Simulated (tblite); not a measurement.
Compound: C₆H₁₄BNSi.
Structure used (GFN2-xTB), in Å, numbered top down from 1:
```
atom  x, y, z in Å
C1    -2.689    1.397    0.640
C2    -1.605    1.001   -0.006
N3    -1.060   -0.293    0.028
Si4   -2.197   -1.635   -0.010
B5     0.350   -0.422    0.111
C6     1.051   -1.844    0.142
C7     1.238    0.877    0.204
C8     2.743    0.847    0.142
C9     1.976    1.400   -1.010
H10   -3.247    0.738    1.284
H11   -3.045    2.407    0.551
H12   -1.054    1.702   -0.622
H13   -1.704   -2.647   -0.945
H14   -3.459   -1.101   -0.520
H15   -2.347   -2.192    1.338
H16    1.617   -2.012   -0.774
H17    1.769   -1.901    0.959
H18    0.364   -2.678    0.255
H19    0.843    1.668    0.837
H20    3.295    1.533    0.767
H21    3.232   -0.106    0.013
H22    1.930    0.820   -1.920
H23    1.994    2.467   -1.181
```

Method: GFN2-xTB as coded in tblite; computed harmonic values from a numerical Hessian at the method's own geometry, unscaled. Against measured fundamentals such values can be off by several per cent, at times by over 20. Modes of hydrogen on silicon can be 10 to 20 % off. One conformer, not necessarily the lowest. The optimisation stopped once no atom felt more than 0.01 eV/Å.

Lowest wavenumbers of the output (negative numbers stand for imaginary wavenumbers):
```
mode    cm-1
  1     -28.5
  2      53.9
  3      77.1
  4      93.9
  5     110.6
  6     144.3
  7     210.1
  8     236.9
  9     264.9
 10     285.0
```

Problem. Is this structure a minimum?

Solution. Not by this Hessian. 1 mode is imaginary beyond 20i (28i cm⁻¹), so at this level the point lies at or near a first-order saddle. The curvature is small, so loose convergence or finite differences may be the whole cause.

Problem. Which atoms move in the imaginary mode?

Solution. 28i: C9 (three-membered-ring carbon) 14 %, C8 (three-membered-ring carbon) 13 %, H18 (methyl hydrogen) 11 %. These are shares of the mass-weighted motion.

Problem. What is the remedy?

Solution. Step along that mode in both directions, optimise again with tighter thresholds and repeat the frequencies. The zero-point energy of this point (115.6 kcal/mol) counts the 62 real modes alone, and thermal corrections from it aren't those of a minimum.

On one thread of an Arm Neoverse N1, on a shared host, this took 1.9 s of wall time. This covers the Hessian and the dipole derivatives.
